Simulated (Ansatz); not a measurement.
Start from `C[CH2][Al]([SiH3])[Cl]` and change one atom or group to get `[F][Al]([SiH3])[Cl]`.

Ansatz, PBE0-D4/def2-TZVP geometries, multiplicity 1. Each molecule was computed in one conformer, which needn't be the lowest.

| property | `C[CH2][Al]([SiH3])[Cl]` |
| --- | --- |
| HOMO energy (ωB97M-V/def2-TZVPP) / eV | -9.37 |
| LUMO energy (PBE0/def2-TZVPP) / eV | -1.64 |
| HOMO–LUMO gap (ωB97M-V/def2-TZVPP) / eV | 9.39 |
| HOMO–LUMO gap (PBE0/def2-TZVPP) / eV | 5.70 |
| HOMO–LUMO gap (B3LYP/def2-TZVPP) / eV | 5.34 |
| LUMO energy (PBE/def2-TZVPP) / eV | -2.38 |

**Question.** Give the same properties after the change, and the shifts. (Estimate.)

**Answer.** Ansatz gave: 
| property | `[F][Al]([SiH3])[Cl]` | shift |
| --- | --- | --- |
| HOMO energy (ωB97M-V/def2-TZVPP) / eV | -10.48 | -1.11 |
| LUMO energy (PBE0/def2-TZVPP) / eV | -1.68 | -0.04 |
| HOMO–LUMO gap (ωB97M-V/def2-TZVPP) / eV | 10.52 | 1.13 |
| HOMO–LUMO gap (PBE0/def2-TZVPP) / eV | 6.80 | 1.10 |
| HOMO–LUMO gap (B3LYP/def2-TZVPP) / eV | 6.42 | 1.08 |
| LUMO energy (PBE/def2-TZVPP) / eV | -2.42 | -0.04 |

B3LYP here is the variant with VWN-RPA as its local correlation; programs differ in this.
